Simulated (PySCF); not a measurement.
# How methods differ on the excitation energy of W²⁺

W²⁺ [Xe] 4f14 5d4 (5D) → W²⁺ [Xe] 4f14 5d3 6p1 (high-spin determinant), as a difference of total energies. Calculation: PySCF 2.14, in x2c-TZVPPall (11s7p7d3f1g, 97 functions); scalar relativity by spin-free X2C-1e. Correlated levels: valence: [Xe] 4f14 frozen. The calculations carry no spin-orbit coupling.

| method | excitation energy (cm⁻¹) |
| --- | --- |
| UHF | 62486 |
| LDA | 63393 |
| PBE | 62172 |
| PBE0 | 63417 |
| r2SCAN | 62084 |
| M06-2X | 63218 |
| CAM-B3LYP | 63283 |
| BP86 | 61758 |
| MP2 (valence) | 66964 |
| SCS-MP2 (valence) | 66631 |

A first-order spin-orbit estimate (lowest level to lowest level, LS coupling) adds -0.573 eV.

The basis was made for the ground configuration and has no added diffuse functions, so the excitation energy can come out too high.

The determinant of the upper state mixes LS terms, which raises its energy above the lowest term, most at the Hartree-Fock and MP2 levels.
